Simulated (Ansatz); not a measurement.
Consider the ligand exchange at the Si–C bond: `C[SiH]` + HBr → `[SiH]Br` + CH₄.

Isolated molecules relaxed with PBE0-D4/def2-TZVP in Ansatz; ΔE leaves out vibrations. CBS: MP2 limit from def2 TZ/QZ plus the TZ coupled-cluster correction, frozen cores. This one scheme is used for every species. DFT in def2-TZVPP. B3LYP here is the variant with VWN-RPA as its local correlation; programs differ in this. For Br outer-core shells are correlated without core-valence functions, which leaves a few kJ/mol of doubt a bond. Scalar relativity is left out up to krypton.

| level | ΔE (kcal/mol) | difference from CCSD(T)/CBS |
| --- | --- | --- |
| B3LYP-D4 | -35.2 | -1.0 |
| r2SCAN0-D4 | -35.1 | -0.9 |
| BHLYP-D4 | -35.4 | -1.2 |
| B3LYP | -35.4 | -1.2 |
| BHLYP | -35.2 | -1.0 |
| LC-ωPBE | -32.6 | 1.6 |
| HF/def2-TZVPP | -35.2 | -1.0 |
| CCSD/def2-TZVPP | -32.8 | 1.4 |
| CCSD/def2-QZVPP | -33.2 | 1.0 |
| CCSD/CBS(def2) | -33.9 | 0.3 |
| CCSD(T)/CBS | -34.2 | 0 |

Largest T1 diagnostic among the species: 0.012.

Leaving LDA and LC-ωPBE aside and taking each functional with its dispersion term where it has one, the values, not all of them listed here, spread over 1.9 kcal/mol, from BHLYP-D4 to ωB97X-V. LDA lies +1.6 kcal/mol from PBE without D4. At CCSD(T), def2-SVP lies +1.4 kcal/mol from the extrapolated value and def2-TZVPP +1.1 kcal/mol.
